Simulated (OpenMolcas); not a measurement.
# Mo+: from CASSCF to CASPT2

```yaml
Program: OpenMolcas
Basis: ANO-RCC-VQZP [8s7p5d3f2g1h]
Scalar_Hamiltonian: DKH2, point nucleus
Active_space: 5 electrons in 11 orbitals (4d 5s 5d)
State_averaging: 2S+1 = 6 even, 6 roots; 2S+1 = 4 even, 17 roots kept (CI in the orbitals of an earlier block)
Spin-orbit_coupling: RASSI with atomic mean-field integrals over the reference wave functions, term energies averaged over their components
```

Methods on the same reference wave functions:
A. CASSCF
B. SS-CASPT2, IPEA 0.25 Eh, imaginary shift 0.1 Eh (closed shells correlated: 4s 4p)

Energies in cm-1 above 4d5 6S 5/2, the measured ground level; measured values from NIST Handbook of Basic Atomic Spectroscopic Data.

```
            Level      A      B  Measured
       4d5 6S 5/2    0.0    0.0       0.0
    4d4 5s 6D 1/2  12196  12200     11783
    4d4 5s 6D 3/2  12410  12420     12034
    4d4 5s 6D 5/2  12765  12780     12417
    4d4 5s 6D 7/2  13254  13270     12900
    4d4 5s 6D 9/2  13870  13890     13461
       4d5 4G 5/2  19301  16200     15199
       4d5 4G 7/2  19340  16240     15331
       4d5 4G 9/2  19391  16290     15428
      4d5 4G 11/2  19452  16350     15447
4d5 4P 1/2 [50 %]  19790  16800          
4d5 4D 5/2 [51 %]  19820  16820          
4d5 4D 1/2 [51 %]  20562  17560          
       4d5 4D 7/2  20919  17890          
4d5 4P 5/2 [51 %]  21397  18400
```

Deviations, from unrounded energies. A percentage is the sum of absolute deviations over the sum of measured energies, with the sign that they share, or ± where signs differ.

```
                        Against measurement  Levels      A     B
             mean absolute deviation (cm-1)       9   2000   630
other terms of the ground configuration (%)       4  +26.2  +6.0
                   other configurations (%)       5   +3.0  +3.1
```

B lies closest to measurement on these levels. The largest miss of B in the table is 4d5 4G 5/2, by +1000 cm-1. The ranking rests on the paired levels alone, and a cruder setting can come out closer through cancelling errors.

From A to B the spin-free energies of the other terms of 4d5 shown, above 6S, scale by factors of 0.84 to 0.85, as is usual when dynamic correlation screens the repulsion within a d or f shell.

The lowest spin-free term lies below A's lowest term by 0.391 hartree in B.

CASPT2 breaks the degeneracy within a term, and the mean is taken; among the terms shown or strongly mixed into the levels shown the widest spread is 70 cm-1 (4d5 4G, B). Terms from blocks run as CI alone lack orbitals of their own. Active for correlation alone: 5d; no level in the range computed is led by a configuration that fills it, so any true level of that kind is missing. Without dynamic correlation excited terms often stand tens of per cent too high (terms of higher spin than the ground term too low), and those without a measured partner can miss by more than the paired ones (holds for A). Measured partners are found by configuration, term and J. A level has none where our copy of the source lacks it or the pairing is in doubt (some pairs that miss far off the trend of their configuration count as doubtful), and it then counts in no deviation. Levels of configurations outside the active space are missing. Levels that lie high or do not pair safely by name in every column are left out.

A share in square brackets marks a mixed level and gives the weight of the term that names it, the lowest over the columns.
